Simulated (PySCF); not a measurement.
Problem. Write Cartesian coordinates for `C[N+]1(C)CC[C@@H]1CCF` as optimised with GFN2-xTB. (Charge +1.)

Solution. 
```xyz
24
C7H15FN angstrom
C     -1.804    1.095   -0.839
N     -1.056    0.139   -0.021
C     -1.269    0.431    1.401
C     -1.299   -1.307   -0.329
C      0.206   -1.570   -0.374
C      0.398   -0.048   -0.420
C      1.473    0.583    0.447
C      2.851    0.243   -0.127
F      3.033   -1.113   -0.099
H     -2.867    1.033   -0.608
H     -1.458    2.108   -0.639
H     -1.664    0.880   -1.897
H     -0.746   -0.295    2.019
H     -2.333    0.376    1.625
H     -0.912    1.430    1.641
H     -1.877   -1.821    0.435
H     -1.789   -1.424   -1.294
H      0.606   -2.027    0.528
H      0.579   -2.120   -1.231
H      0.511    0.309   -1.447
H      1.435    0.201    1.467
H      1.374    1.669    0.465
H      3.646    0.689    0.476
H      2.951    0.558   -1.171
```

Any rigid rotation of these coordinates is as good. Atoms count from 1 in this order. The 4 C–N bonds span 1.464 Å (C1–N2, drawn single) to 1.519 Å (N2–C6, drawn single), a spread of 0.055 Å. The 4-membered ring N2–C4–C5–C6 has internal angles of 87.3° to 90.7° (sum 357°, against 360° for a flat polygon); it is puckered, 0.09 Å rms from its mean plane, widest ring torsion 14°. N2 (ammonium nitrogen) has angles from 89.0° to 115.6°. Of the pairs four or more bonds apart, C5···F9 is among the closest relative to their van der Waals radii: 2.88 Å, 91 % of the sum of Bondi's values.

Bonds between heavy atoms (Å): C1–N2 1.464, N2–C3 1.467, N2–C4 1.498, C4–C5 1.529, C5–C6 1.535, C6–C7 1.519, C7–C8 1.531, C8–F9 1.368, N2–C6 1.519.

Structure optimised with GFN2-xTB, isolated species.

Point group: C1 (no symmetry element, even within 0.4 Å). GFN2-xTB frequencies: not computed here. Torsions: C5–C6–C7–C8 72°, C6–C7–C8–F9 -62°, C1–N2–C4–C5 131°, N2–C4–C5–C6 -14°, C4–C5–C6–C7 136°, C1–N2–C6–C5 -132°.

One conformer stands for the species.
